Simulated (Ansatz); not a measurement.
# Ligand exchange: C3H9B + C4H10S → C2H7BS + C5H12

Species: C3H9B `CBCC`, singlet; C4H10S (2-methyl-2-propanethiol) `CC(C)(C)S`, singlet; C2H7BS `CCBS`, singlet; C5H12 `CC(C)(C)C`, singlet. The partners trade CH3 for SH: B–CH3 and C–SH bonds give way to B–SH and C–CH3.

Shapes, held fixed at every level: PBE0-D4/def2-TZVP. Flexible molecules stand in one conformer, not always the lowest. Programs: Ansatz 0.2.0. Electronic energies: no zero-point or thermal term.

Task: Estimate ΔE of this reaction.

Result: The highest level, CCSD(T)/CBS estimate, gives ΔE = -95.5 kJ/mol; the levels span -111.4 to -93.9. The column of differences is taken from that level and isn't an error. No measured value is set beside it here. The CBS estimate extrapolates MP2 from def2-TZVPP and def2-QZVPP and adds CCSD(T) − MP2 in the triple-zeta set, cores frozen.

| level | kind | ΔE (kJ/mol) | less CCSD(T)/CBS estimate |
| --- | --- | --- | --- |
| SPW92/def2-TZVPP | LDA | -97.4 | -1.9 |
| r2SCAN-D4/def2-TZVPP | meta-GGA | -96.7 | -1.2 |
| PBE0-D4/def2-TZVPP | global hybrid | -96.0 | -0.5 |
| r2SCAN0-D4/def2-TZVPP | global hybrid | -96.8 | -1.3 |
| wB97X-V/def2-TZVPP | range-separated hybrid | -93.9 | +1.6 |
| MP2/def2-TZVPP | perturbation theory | -98.9 | -3.4 |
| CCSD/def2-SVP | coupled cluster or CI | -111.4 | -15.9 |
| CCSD(T)/CBS estimate | coupled cluster or CI | -95.5 | 0.0 |
